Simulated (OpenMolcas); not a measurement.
## neutral platinum: from CASSCF to CASPT2

```
Program             : OpenMolcas 26.06
Basis               : ANO-R1 [7s5p4d2f]
Scalar Hamiltonian  : X2C, finite nucleus
Active space        : 10 electrons in 6 orbitals (5d 6s)
State averaging     : 2S+1 = 3 even, 15 roots; 2S+1 = 1 even, 20 roots kept (CI in the orbitals of an earlier block)
Spin-orbit coupling : RASSI with atomic mean-field integrals over the reference wave functions, term energies averaged over their components
```

Methods on the same reference wave functions:
A. CASSCF
B. SS-CASPT2, IPEA 0.25 Eh, imaginary shift 0.1 Eh (closed shells correlated: 5s 5p)
C. MS-CASPT2, IPEA 0.25 Eh, imaginary shift 0.1 Eh (closed shells correlated: 5s 5p)

Energies in cm⁻¹ above 5d⁹ 6s ³D₃, the measured ground level; measured values from NIST Handbook of Basic Atomic Spectroscopic Data.

```tsv
Level	A	B	C	Measured
5d⁸ 6s² ³F₄	-1840	-2630	-2630	824
5d⁹ 6s ³D₃	0.0	0.0	0.0	0.0
5d⁹ 6s ¹D₂ [60 %]	564	-575	-538	776
5d⁸ 6s² ³F₃	7374	6620	6620	10117
5d⁹ 6s ³D₁	10565	10560	10560	10132
5d⁸ 6s² ³P₀ [71 %]	19394	20840	20840	
5d⁸ 6s² ³P₁	19611	17350	17350	18567
5d⁸ 6s² ¹G₄	22362	20490	20490	21967
5d⁸ 6s² ¹D₂ [63 %]	26672	24210	24340	26639
5d¹⁰ ¹S₀ [71 %]	27453	9810	9810	6140
```

A puts 5d⁸ 6s² ³F₄ lowest. B puts 5d⁸ 6s² ³F₄ lowest. C puts 5d⁸ 6s² ³F₄ lowest.

Deviations, from unrounded energies. A percentage is the sum of absolute deviations over the sum of measured energies, with the sign that they share, or ± where signs differ.

```
                        Against measurement  Levels      A       B       C
             mean absolute deviation (cm-1)       8   3600    2200    2200
      fine structure of the ground term (%)       1   +4.3    +4.3    +4.3
other terms of the ground configuration (%)       1  -27.3  -174.1  -169.3
                   other configurations (%)       6  ±33.5   ±18.7   ±18.5
```

B, C lie about equally close to measurement and A furthest from it. The largest miss of C in the table is 5d¹⁰ ¹S₀ [71 %], by +3700 cm-1. The ranking rests on the paired levels alone, and a cruder setting can come out closer through cancelling errors.

Between B and C the level of the table that moves most is 5d⁸ 6s² ¹D₂ [63 %], by 130 cm-1 (lowest in B, highest in C). Moves below CASPT2's spread within the term are not significant.

The mean deviations of B to C differ by less than CASPT2's widest spread within a term (840 cm-1), so their order carries little weight.

The lowest spin-free term lies below A's lowest term by 0.398 hartree in B, 0.399 hartree in C.

CASPT2 breaks the degeneracy within a term, and the mean is taken; among the terms shown or strongly mixed into the levels shown the widest spread is 840 cm-1 (5d⁸ 6s² ¹G, C). Terms from blocks run as CI alone lack orbitals of their own. The lowest computed level is not the ground level that NIST lists (3D3). Configurations are named by rounded mean occupations; where the s occupation lies near a half they are strongly mixed, a name can repeat and a true partner stay unpaired. A single d shell beside an s shell can misplace configurations of different d count against each other. The lowest spin-free term belongs to 5d⁹ 6s, not to the configuration of the lowest level. Without dynamic correlation excited terms often stand tens of per cent too high (terms of higher spin than the ground term too low), and those without a measured partner can miss by more than the paired ones (holds for A). Some levels mix across a computed gap that differs much from the measured one, so their mixing is not that of the real levels (holds for A). The CASPT2 spread within a term exceeds the gap to the next term for 5d⁹ 6s ³D and 5d⁸ 6s² ³F, so the order of their levels is uncertain, and so are names and mixing where such terms share a J (holds for B; C). Computed and measured levels are paired by configuration, term and J; levels that our copy of the source lacks, or whose pairing is in doubt (as where it misses far off the trend of its configuration), stay unpaired and out of the deviations. Only configurations of the active space appear. The table leaves out levels that lie high or whose names do not pair safely across all columns.

A share in square brackets marks a mixed level and gives the weight of the term that names it, the lowest over the columns.
